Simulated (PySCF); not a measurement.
A GIAO shielding run with PySCF 2.14 (density fitting, non-relativistic, gas phase) on `[SiH3]c1ccsc1[SiH3]`, C4H8SSi2:

```
$ OMP_NUM_THREADS=1 python probes_run.py task.json out

{"job": {"kind": "nmr", "xc": "PBE0", "basis": "pcSseg-1"}, "charge": 0, "multiplicity": 1}
Si    -0.967493    -1.808906     0.179780
C      0.349576    -0.481830    -0.000273
C      1.732188    -0.786198    -0.110656
C      2.518953     0.310134    -0.232524
S      1.596850     1.759187    -0.213402
C      0.112863     0.867614    -0.038826
Si    -1.494803     1.829025     0.026654
H     -1.569011    -1.738006     1.514857
H     -0.314557    -3.109664     0.008563
H     -1.997037    -1.631899    -0.847174
H      2.116187    -1.791437    -0.099952
H      3.585325     0.364626    -0.332691
H     -1.237043     3.104616     0.697086
H     -1.958009     2.080516    -1.341788
H     -2.478404     1.040212     0.768434
```

Hardware: 1 thread of an Intel Xeon, shared host. The job also computes population analyses, field gradients, ring-centre shieldings.

Problem. How large is the calculation?

Solution. 76 electrons, 180 basis functions and 1003 auxiliary functions.

Problem. How long does it take, and how much memory does it need?

Solution. 74 s of wall time, with 14 SCF cycles and 5 response iterations; peak memory 0.83 GiB. Times on a shared host scatter by some tens of per cent.
